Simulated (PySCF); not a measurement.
Compound: C7H5FO2.
Numbering: `[O:1]=[C:2]([OH:3])[c:4]1[cH:5][cH:6][cH:7][cH:8][c:9]1[F:10]`

Cartesian coordinates in Å at the GFN2-xTB level; atoms count from 1:
```xyz
15
C7H5FO2 angstrom
O      2.6151   -1.3114   -0.3687
C      2.0716   -0.2554   -0.1573
O      2.7518    0.8807    0.0003
C      0.5990   -0.1006   -0.0499
C     -0.1826   -1.2468   -0.2024
C     -1.5586   -1.1876   -0.1184
C     -2.1844    0.0269    0.1212
C     -1.4326    1.1775    0.2761
C     -0.0521    1.1087    0.1904
F      0.6375    2.2477    0.3460
H      3.7042    0.7180   -0.0808
H      0.3296   -2.1785   -0.3889
H     -2.1459   -2.0844   -0.2399
H     -3.2604    0.0797    0.1882
H     -1.8967    2.1336    0.4621
```

NICS = −σ at a ghost point: NICS(0) at the centroid of the ring atoms, NICS(1) 1 Å to either side along the normal of their mean plane, zz for the tensor component along that normal. Level: GIAO PBE0/pcSseg-1 (PySCF, non-relativistic, gas phase) on the GFN2-xTB geometry, one conformer.

Ring bond lengths (Å), with Mayer bond orders in brackets: C4–C5 1.396 (1.41), C5–C6 1.380 (1.46), C6–C7 1.387 (1.41), C7–C8 1.383 (1.43), C8–C9 1.385 (1.45), C9–C4 1.394 (1.26).

**Question.** Give the NICS values of each ring in ppm.

**Answer.** 
```csv
ring,type,NICS(0),"NICS(1), two faces","NICS(1)zz, two faces",rms pucker (Å),"centre to ring atoms, mean (Å)"
C4–C5–C6–C7–C8–C9,6-membered carbocycle; formal bonds all aromatic,-9.9,-11.2 / -11.2,-26.9 / -26.9,0.00,1.39
```

**Question.** What do they say, and how far can they be read as aromaticity?

**Answer.** 
- C4–C5–C6–C7–C8–C9: mean NICS(1)zz -26.9 ppm, shielded. For a flat ring without four-coordinate atoms the NICS criterion counts such a value as aromatic.

**Question.** And the bond-length index? Use HOMA with the parameters of Krygowski (1993).

**Answer.** 
- C4–C5–C6–C7–C8–C9: HOMA 0.99 = 1 − EN − GEO, with mean bond length 1.387 Å, EN = α(Ropt − mean)² = 0.000 and GEO = α × variance = 0.009. The geometric and the magnetic index point the same way.

**Question.** What field does 9.4 T along the ring normal induce along that normal at the first NICS(1) probe listed for ring C4–C5–C6–C7–C8–C9, 1 Å off the ring?

**Answer.** NICSzz × B0 = -26.9 ppm × 9.4 T = -253 μT, against the applied field.
